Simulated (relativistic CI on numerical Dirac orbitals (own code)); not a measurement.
## Sc: what numerical and physical settings do to a radial Dirac CI calculation

Reference input:

```
atom Sc  Z=21  charge=0  electrons=21
nucleus A=45  rms_radius_fm=3.5459
hamiltonian dirac-coulomb  breit=on  qed=on  c_scale=1
orbitals kli  potential=per-configuration
slater_scale 1
correlation none
mixing on
grid step=0.0125 r_max=149
scf mixing=0.4 start=green max_iterations=150 tolerance=2e-08 node_fill=0.05
configurations
  [Ar] 3d 4s2
  [Ar] 3d 4s 4p
end
```

Computed lowest total energy -762.99160 Ha, first excitation 149.3 cm⁻¹, 25 SCF steps. Runs with settings changed; * marks those that are bad on purpose:

| Changed | Outcome | Lowest level | ΔE (Ha) | First excitation (cm⁻¹) | SCF steps | Message |
| --- | --- | --- | --- | --- | --- | --- |
| end of the grid at 447.0 bohr, grid step 0.006, Breit term off | converged | 3d 4s2 2D_3/2 | -0.226 | 179.9 | 26 |  |
| SCF tolerance 1e-05 | converged | 3d 4s2 2D_3/2 | -5.8e-08 | 149.3 | 20 |  |
| end of the grid at 104.3 bohr | converged | 3d 4s2 2D_3/2 | 9.09e-13 | 149.3 | 25 |  |
| iteration limit 30 | converged | 3d 4s2 2D_3/2 | 0 | 149.3 | 25 |  |
| configuration list: overfill * | refused |  |  |  | 0 | configuration [Ar] 4s3: a shell holds more than 4l+2 electrons |
| charge 2 * | refused |  |  |  | 0 | configuration [Ar] 3d 4s2 has 21 electrons, the ion has 19 |

With so few configurations and no correlation, terms lie too far apart (by 10 to 50 % near neutrality), their order can be wrong, and levels of other configurations are missing.
